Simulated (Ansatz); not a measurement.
Geometry optimisation, Ansatz, RKS BHLYP-D4/6-31G*.

The input (input.yaml):

```yaml
crystal:
  periodic: [false, false, false]
  atoms:
    - { symbol: B, position_ang: [0.0, 0.0, 0.0] }
    - { symbol: Cl, position_ang: [0.0, 0.0, 2.21] }
    - { symbol: H, position_ang: [1.0305, 0.0, -0.595] }
    - { symbol: F, position_ang: [-1.1431, 0.0, -0.66] }
    - { symbol: P, position_ang: [0.0924, -2.0952, 0.6969] }
    - { symbol: H, position_ang: [-0.6759, -2.9172, -0.1694] }
    - { symbol: H, position_ang: [1.442, -2.5368, 0.6936] }
    - { symbol: H, position_ang: [0.0567, -1.2871, 1.8353] }
basis:
  gaussian: { orbitals: "6-31G*" }
hamiltonian:
  xc: { name: BHLYP }
  dispersion: d4
relax:
  f_tol: 0.15
  max_steps: 25
  restrain:
    - { distance: [0, 4], at: 3.11, k: 30.0 }
    - { distance: [7, 1], at: 2.57, k: 30.0 }
    - { distance: [0, 1], at: 1.86, k: 30.0 }
    - { distance: [7, 4], at: 1.42, k: 30.0 }
output:
  orbitals: {}
```

Launched with:

```bash
$ ansatz run input.yaml --threads 2 --pin off --max-ram 3072MiB --backend cpu --events-out ev --progress --plain --runs-dir out
```

Question: Where does it end, and by what steps?

Answer: It converged. The restraints hold the end off the free minimum. After 8 steps the energy has fallen by 4.486 eV (the restraints' own energy left out); P5 moved furthest, 0.86 Å. Parted: Cl2–H8 (1.34 → 2.58 Å).

```json
{"step": "0", "energy less start (eV)": "0.0000", "largest force component (eV/Å)": "7.378", "accepted": "yes"}
{"step": "1", "energy less start (eV)": "-0.9375", "largest force component (eV/Å)": "3.627", "accepted": "yes"}
{"step": "2", "energy less start (eV)": "-1.4443", "largest force component (eV/Å)": "2.816", "accepted": "yes"}
{"step": "3", "energy less start (eV)": "-2.0125", "largest force component (eV/Å)": "2.608", "accepted": "yes"}
{"step": "4", "energy less start (eV)": "-3.0374", "largest force component (eV/Å)": "1.744", "accepted": "yes"}
{"step": "5", "energy less start (eV)": "-3.9486", "largest force component (eV/Å)": "1.893", "accepted": "yes"}
{"step": "6", "energy less start (eV)": "-4.3508", "largest force component (eV/Å)": "1.796", "accepted": "yes"}
{"step": "7", "energy less start (eV)": "-4.4581", "largest force component (eV/Å)": "1.241", "accepted": "yes"}
{"step": "8", "energy less start (eV)": "-4.4865", "largest force component (eV/Å)": "1.134", "accepted": "yes"}
```

```xyz
8
Properties=species:S:1:pos:R:3
B -0.006 0.094 0.112
Cl 0.036 0.745 1.810
H 1.002 -0.076 -0.471
F -1.173 -0.031 -0.454
P 0.201 -2.916 0.934
H -0.512 -2.475 -0.195
H 1.424 -2.354 0.522
H -0.170 -1.824 1.752
```

Run time: 19 s on 2 threads of Arm Neoverse V1 (shared host), peak memory 0.15 GiB.
